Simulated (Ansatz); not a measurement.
The inner images of a band of CH₄OSSi (8 atoms, charge 0, multiplicity 1) are given out of order.

Theory: RKS BLYP/STO-3G in Ansatz 0.2.0.

Initial state:

```xyz
8
Properties=species:S:1:pos:R:3
S -2.004 1.005 -0.757
Si 0.015 0.791 -0.075
C 0.892 -0.807 0.115
O 0.375 -0.109 1.388
H -2.348 -0.276 -0.396
H 0.762 2.025 -0.299
H 0.400 -1.784 -0.100
H 2.001 -0.902 0.068
```

Final state:

```xyz
8
Properties=species:S:1:pos:R:3
S -2.180 0.082 -0.573
Si -0.138 0.467 -0.029
C 1.072 -0.892 0.167
O 0.515 -0.237 1.443
H -2.441 1.418 -0.771
H 0.310 1.820 -0.355
H 0.785 -1.962 0.039
H 2.168 -0.753 0.024
```

**Question.** Put them in order from the first end to the last, with their energies above the first end.
A.
```xyz
8
Properties=species:S:1:pos:R:3
S -2.023 0.194 -1.005
Si -0.062 0.539 -0.199
C 1.037 -0.871 0.191
O 0.370 -0.149 1.365
H -2.617 1.099 -0.156
H 0.532 1.848 -0.478
H 0.706 -1.926 0.051
H 2.149 -0.790 0.176
```
B.
```xyz
8
Properties=species:S:1:pos:R:3
S -1.942 0.738 -1.117
Si 0.008 0.684 -0.215
C 0.959 -0.840 0.166
O 0.241 -0.128 1.325
H -2.573 0.273 0.012
H 0.758 1.920 -0.430
H 0.570 -1.859 -0.057
H 2.070 -0.845 0.260
```
C.
```xyz
8
Properties=species:S:1:pos:R:3
S -1.964 0.871 -0.999
Si 0.008 0.728 -0.168
C 0.945 -0.823 0.131
O 0.265 -0.143 1.334
H -2.513 0.021 -0.069
H 0.756 1.966 -0.368
H 0.537 -1.829 -0.117
H 2.058 -0.848 0.200
```
D.
```xyz
8
Properties=species:S:1:pos:R:3
S -1.952 0.562 -1.155
Si -0.005 0.639 -0.244
C 0.980 -0.849 0.187
O 0.259 -0.112 1.324
H -2.608 0.530 0.053
H 0.721 1.884 -0.488
H 0.605 -1.881 0.001
H 2.091 -0.831 0.268
```
E.
```xyz
8
Properties=species:S:1:pos:R:3
S -1.977 0.964 -0.884
Si 0.014 0.764 -0.118
C 0.919 -0.814 0.119
O 0.302 -0.137 1.359
H -2.433 -0.155 -0.231
H 0.764 2.000 -0.317
H 0.473 -1.805 -0.131
H 2.031 -0.874 0.146
```
F.
```xyz
8
Properties=species:S:1:pos:R:3
S -2.092 0.091 -0.817
Si -0.102 0.492 -0.119
C 1.061 -0.886 0.182
O 0.448 -0.193 1.407
H -2.551 1.331 -0.437
H 0.404 1.831 -0.424
H 0.757 -1.951 0.055
H 2.167 -0.772 0.098
```
G.
```xyz
8
Properties=species:S:1:pos:R:3
S -1.978 0.389 -1.128
Si -0.026 0.596 -0.248
C 1.004 -0.855 0.196
O 0.297 -0.110 1.332
H -2.627 0.768 0.025
H 0.657 1.863 -0.514
H 0.647 -1.898 0.039
H 2.117 -0.810 0.244
```

**Answer.** E (+1.0 kJ/mol), C (+3.6 kJ/mol), B (+7.0 kJ/mol), D (+9.7 kJ/mol), G (+10.7 kJ/mol), A (+8.8 kJ/mol), F (+5.9 kJ/mol).

Time of the run: 2.7 min on 1 thread of AMD EPYC 7R43 64-Core Processor (Zen 3) (shared host), peak memory 0.1 GiB.
